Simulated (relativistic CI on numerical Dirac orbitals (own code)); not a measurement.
Computed by Dirac-Coulomb-Breit CI, orbitals from a KLI potential per configuration, a model potential for QED, unscaled Slater integrals (own radial code, finite nucleus).

The strongest absorption lines from the ground level of an ion, among the configurations computed and to levels below about 207 eV (vacuum wavelength in nm, gf): 6.4358 (0.57), 6.4694 (0.49), 8.4875 (1.8), 8.9212 (8.2), 9.0104 (6.1), 9.0287 (5.4), 9.0317 (2.8), 11.945 (0.39).

(1) Which ion is it?
A. La¹⁹⁺
B. I¹⁵⁺
C. La²¹⁺
D. Cs¹⁷⁺

## Answers

(1) A. La¹⁹⁺ has 38 electrons and the ground level 4s²4p⁶4d² ³F2; the strongest line goes to 4s²4p⁵4d³ ³F°2. The pattern of lines fixes the number of electrons, and along that sequence the line energies rise steadily with the charge (about as its square where n changes within one kind of shell, about linearly where n is kept but much faster in heavy ions where fine structure, which grows about as Z⁴, sets the gap, and irregularly where shells cross), which fixes Z. Configurations outside the model, such as inner-shell arrays, can give stronger lines. At this charge energies of transitions that change n are usually good to better than 1 %, and those within a shell (Δn = 0) to a few per cent. Terms inside the open d or f shell come out 10 to 20 % too wide with unscaled integrals.

LS names give the leading component of a level, which can be under half, so a name can repeat, a term be missing and a line seem to break the LS rules.
